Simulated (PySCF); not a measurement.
# Assignment exercise: C6H11NOSi

Bonds (- single, = double, # triple, : aromatic): C1-C2, C2-Si3, C2-C4, C4-C5, C4-C6, C6#N7, C4-C8, C8=O9. C1 carries H10, H11, H12; C2 carries H13; Si3 carries H14, H15, H16; C5 carries H17, H18, H19; C8 carries H20. Stereochemistry as in C[C@@H]([SiH3])[C@@](C)(C#N)C=O.

[PySCF 2.14.0 with density-fitted response routines: GFN2-xTB structure; shielding tensors at PBE0/pcSseg-1 (GIAO); rapidly exchanging positions averaged; a single conformation; gas phase; no relativistic terms]

Referencing at the same level of theory: TMS for ¹³C and ¹H.

**Question.** Assign these signals to the numbered atoms. ¹³C{¹H} NMR (computed): δ 201.6, 123.0, 49.6, 20.5, 16.9, 15.1.

**Answer.** 
201.6 → C8, aldehyde carbonyl carbon: low-lying n→π* states of the double bond to the heteroatom give a large paramagnetic term (-261 ppm)
123.0 → C6, nitrile carbon: typical of a nitrile
49.6 → C4, quaternary sp3 carbon α to a carbonyl: α to the electron-withdrawing carbonyl group
20.5 → C2, sp3 CH bonded to Si
16.9 → C5, methyl carbon: saturated and bonded to C and H only
15.1 → C1, methyl carbon

C5 and C1 lie closer than the usual error of such a calculation, so a measured spectrum could show them in the other order.

**Question.** Assign these signals to the numbered atoms. ¹H NMR (400 MHz, computed): δ 9.70 (s, 1H), 3.69 (d, 3H), 1.81 (m, 1H), 1.48 (s, 3H), 1.41 (d, 3H).

**Answer.** 
9.70 → H20, hydrogen on an aldehyde carbonyl carbon: the C=O anisotropy and electron withdrawal place aldehyde protons far downfield
3.69 → H14/H15/H16, hydrogen on a silicon bonded to C
1.81 → H13, hydrogen on an sp3 CH bonded to Si
1.48 → H17/H18/H19, hydrogen on a methyl carbon
1.41 → H10/H11/H12, hydrogen on a methyl carbon

H17/H18/H19 and H10/H11/H12 lie closer than the usual error of such a calculation, so a measured spectrum could show them in the other order.

Shifts are as computed. Against solution values, carbons near 30 ppm lie about +3 ppm off and those near 130 ppm about +5 ppm. Of 1309 compounds with measured shifts, 239 miss one by over three times the rms of a fit or turn the order of signals round; such compounds aren't used in these exercises. Multiplicities follow the n + 1 count of equivalent neighbours, as no J values were calculated; m marks all less simple cases, F and P coupling included.
